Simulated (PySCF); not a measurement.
A structure optimised at PBE-D3(BJ)/def2-SVP, used in a PySCF frequency run:

```
In
Cl 1 2.3419
Cl 1 2.3419 2 120.00
Cl 1 2.3419 2 120.00 3 180.00
```
Charge 0, spin multiplicity 1.

Question: Write its SMILES, formula and point group.

Answer: [Cl][In]([Cl])[Cl], Cl₃In, D3h

Question: What are its rotational constants (standard atomic weights)?

Answer: 1.7330, 1.7330, 0.86648 GHz
